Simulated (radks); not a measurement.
Problem. Sb4+, 47 electrons, occupied as [Kr] 4d10 5s1. Calculated with a radial shooting solver on a logarithmic mesh with Libxc functionals: Dirac Kohn-Sham, LDA (Slater exchange, Perdew-Wang correlation), spin-unpolarised, spherical densities, point nucleus. Some entries of the table are withheld. Estimate them.

orbital  occ.  eigenvalue (hartree)  <r> (bohr)  <r^2> (bohr^2)
1s1/2       2             -1113.289     0.02844        0.001096
2s1/2       2             -170.7453      0.1223         0.01770
2p1/2       2             -159.9280      0.1033         0.01312
2p3/2       4             -150.6862      0.1088         0.01442
3s1/2       2             -34.73772      0.3308             (1)
3p1/2       2             -30.30870      0.3212          0.1199
3p3/2       4             -28.60368      0.3325          0.1283
3d3/2       4                   (2)      0.3035          0.1093
3d5/2       6                   (3)      0.3071          0.1118
4s1/2       2              -7.03294      0.7898          0.7060
4p1/2       2                   (4)      0.8304          0.7874
4p3/2       4                   (5)      0.8596          0.8435
4d3/2       4              -2.82336         (6)             (7)
4d5/2       6              -2.77615         (8)             (9)
5s1/2       1                  (10)       1.940           4.204

Solution. 
(1) 3s1/2 <r^2> (bohr^2): 0.1252
(2) 3d3/2 eigenvalue (hartree): -20.75210
(3) 3d5/2 eigenvalue (hartree): -20.39734
(4) 4p1/2 eigenvalue (hartree): -5.53065
(5) 4p3/2 eigenvalue (hartree): -5.21053
(6) 4d3/2 <r> (bohr): 1.006
(7) 4d3/2 <r^2> (bohr^2): 1.186
(8) 4d5/2 <r> (bohr): 1.018
(9) 4d5/2 <r^2> (bohr^2): 1.215
(10) 5s1/2 eigenvalue (hartree): -1.84843
